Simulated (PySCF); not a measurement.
# Stationary points of CrSe3

Method: PBE0/[Cr def2-SVP, Se def2-SVP], no relativity, density fitting, PySCF.

Relaxations began from a few typed shapes. The search is not exhaustive: other isomers or separated fragments can lie lower, and high-lying points may rest on an excited occupation.

```
   spin  group                              bonds                                angles  imaginary modes (cm⁻¹)  ΔE (kJ/mol)  ΔE with ZPE (kJ/mol)
singlet    C3v                 Cr–Se 2.109 Å (×3)                  Se–Cr–Se 110.4° (×3)                    none          0.0                   0.0
singlet    D3h                 Cr–Se 2.119 Å (×3)                  Se–Cr–Se 120.0° (×3)                    138i         30.4                     –
singlet    C2v  Cr–Se 2.106 Å, Cr–Se 2.174 Å (×2)  Se–Cr–Se 98.0° (×2), Se–Cr–Se 164.1°                    137i         90.6                     –
```

The lowest minimum found is the singlet C3v: Cr–Se 2.109 Å (×3); Se–Cr–Se 110.4° (×3).

Formally Cr is in oxidation state +6, d0. A d0 centre has no lone pair, yet it is C3v rather than trigonal planar: covalent bonding through the d orbitals favours lower symmetry. The polar-tensor charge on Cr, 0.88, is far below the formal one.

For the lowest minimum: stability towards spin polarisation was not tested.
